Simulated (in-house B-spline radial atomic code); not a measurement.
**How G0W0 and RPA depend on the start: In+**

Configuration [Kr] 4d10 5s2. Computed with a B-spline radial code for spherical atoms: all electrons, non-relativistic, point nucleus, each spin shell either full or empty, empty states to l = 9 with an (l + 1/2)⁻⁴ tail; G0W0 by contour deformation at full frequency.

Without relativity these are model numbers: it shifts the levels of so heavy an element strongly and can reorder them.

```json
{"start": "Hartree-Fock", "mean-field 5s (eV)": "-16.519", "G0W0 (eV)": "-18.067", "QP weight": "0.959", "RPA correlation (Eh)": "-3.3958"}
{"start": "LDA VWN5", "mean-field 5s (eV)": "-14.594", "G0W0 (eV)": "-18.379", "QP weight": "0.915", "RPA correlation (Eh)": "-3.7248"}
{"start": "PBE", "mean-field 5s (eV)": "-14.230", "G0W0 (eV)": "-18.315", "QP weight": "0.909", "RPA correlation (Eh)": "-3.7175"}
{"start": "PBE0", "mean-field 5s (eV)": "-15.015", "G0W0 (eV)": "-18.256", "QP weight": "0.930", "RPA correlation (Eh)": "-3.6268"}
{"start": "r2SCAN", "mean-field 5s (eV)": "-14.409", "G0W0 (eV)": "-18.330", "QP weight": "0.928", "RPA correlation (Eh)": "-3.661"}
{"start": "HSE06", "mean-field 5s (eV)": "-14.700", "G0W0 (eV)": "-18.274", "QP weight": "0.923", "RPA correlation (Eh)": "-3.6371"}
{"start": "B3LYP (VWN-RPA)", "mean-field 5s (eV)": "-15.042", "G0W0 (eV)": "-18.312", "QP weight": "0.927", "RPA correlation (Eh)": "-3.6466"}
{"start": "SCAN", "mean-field 5s (eV)": "-14.545", "G0W0 (eV)": "?", "QP weight": "?", "RPA correlation (Eh)": "?"}
{"start": "TPSS", "mean-field 5s (eV)": "-14.115", "G0W0 (eV)": "-18.298", "QP weight": "0.909", "RPA correlation (Eh)": "-3.7015"}
{"start": "BHandHLYP", "mean-field 5s (eV)": "-15.813", "G0W0 (eV)": "-18.218", "QP weight": "0.943", "RPA correlation (Eh)": "-3.5453"}
{"start": "CAM-B3LYP", "mean-field 5s (eV)": "-16.413", "G0W0 (eV)": "-18.280", "QP weight": "0.947", "RPA correlation (Eh)": "-3.6027"}
{"start": "LC-wPBE", "mean-field 5s (eV)": "-17.382", "G0W0 (eV)": "-18.205", "QP weight": "0.956", "RPA correlation (Eh)": "-3.5958"}
{"start": "wB97X", "mean-field 5s (eV)": "-17.331", "G0W0 (eV)": "-18.238", "QP weight": "0.956", "RPA correlation (Eh)": "-3.5803"}
{"start": "PBEsol", "mean-field 5s (eV)": "-14.285", "G0W0 (eV)": "-18.332", "QP weight": "0.911", "RPA correlation (Eh)": "-3.7204"}
{"start": "BLYP", "mean-field 5s (eV)": "-14.257", "G0W0 (eV)": "-18.352", "QP weight": "0.909", "RPA correlation (Eh)": "-3.7198"}
{"start": "r2SCAN0", "mean-field 5s (eV)": "-15.192", "G0W0 (eV)": "?", "QP weight": "?", "RPA correlation (Eh)": "?"}
{"start": "LDA exchange-only", "mean-field 5s (eV)": "-13.435", "G0W0 (eV)": "-18.369", "QP weight": "0.899", "RPA correlation (Eh)": "-3.7235"}
```

Q: What G0W0 level, weight and RPA correlation energy follow from the r2SCAN0 start?

A: G0W0 level -18.259 eV, weight 0.938, RPA correlation -3.59 hartree.

Q: What G0W0 level, weight and RPA correlation energy follow from the SCAN start?

A: G0W0 level -18.340 eV, weight 0.929, RPA correlation -3.6609 hartree.

Q: How much of the dependence on the start does G0W0 remove?

A: The mean-field levels span 3.95 eV and the G0W0 levels 0.312 eV. Against 18.870 eV (NIST, measured) the G0W0 removal energies are off by -0.80 to -0.49 eV, with relativity, Breit and QED terms left out.
